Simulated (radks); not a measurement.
Neutral lead, configuration [Xe] 4f14 5d10 6p2 7s2 (not the ground configuration). Method: Dirac Kohn-Sham, PBE, spin-unpolarised, spherical densities, finite nucleus; open shells fill j = l - 1/2 first; Fermi nuclear charge, rms radius 5.5012 fm; computed with a radial shooting solver on a logarithmic mesh with Libxc functionals. Some entries of the table are withheld. Estimate them.

orbital  occ.  eigenvalue (hartree)  <r^2> (bohr^2)
1s1/2       2             -3231.241       0.0003576
2s1/2       2             -577.7585        0.005367
2p1/2       2                   (1)        0.003775
2p3/2       4                   (2)        0.004956
3s1/2       2             -138.9308         0.03477
3p1/2       2                   (3)         0.03159
3p3/2       4                   (4)         0.03792
3d3/2       4             -93.70089         0.02892
3d5/2       6             -89.88055         0.03064
4s1/2       2             -31.70971             (5)
4p1/2       2             -27.24775          0.1691
4p3/2       4             -22.85400          0.2003
4d3/2       4             -15.56325          0.2082
4d5/2       6             -14.74305          0.2190
5s1/2       2              -5.61212          0.8184
4f5/2       6              -5.30648          0.2434
4f7/2       8              -5.12158          0.2503
5p1/2       2              -4.08867          0.9391
5p3/2       4              -3.26751           1.136
5d3/2       4              -1.15941           1.837
5d5/2       6              -1.06237           1.970
6s1/2       0              -0.69651           5.309
6p1/2       2              -0.38059             (6)
6p3/2       0              -0.29980             (7)
7s1/2       2              -0.09939             (8)
7p1/2       0                   (9)           62.00
6d3/2       0              -0.04166           40.78
6d5/2       0              -0.03905           43.03
7p3/2       0                  (10)           74.96

Answer. 
(1) 2p1/2 eigenvalue (hartree): -555.1015
(2) 2p3/2 eigenvalue (hartree): -474.6473
(3) 3p1/2 eigenvalue (hartree): -128.6475
(4) 3p3/2 eigenvalue (hartree): -110.6974
(5) 4s1/2 <r^2> (bohr^2): 0.1668
(6) 6p1/2 <r^2> (bohr^2): 7.875
(7) 6p3/2 <r^2> (bohr^2): 10.03
(8) 7s1/2 <r^2> (bohr^2): 38.39
(9) 7p1/2 eigenvalue (hartree): -0.04520
(10) 7p3/2 eigenvalue (hartree): -0.03462
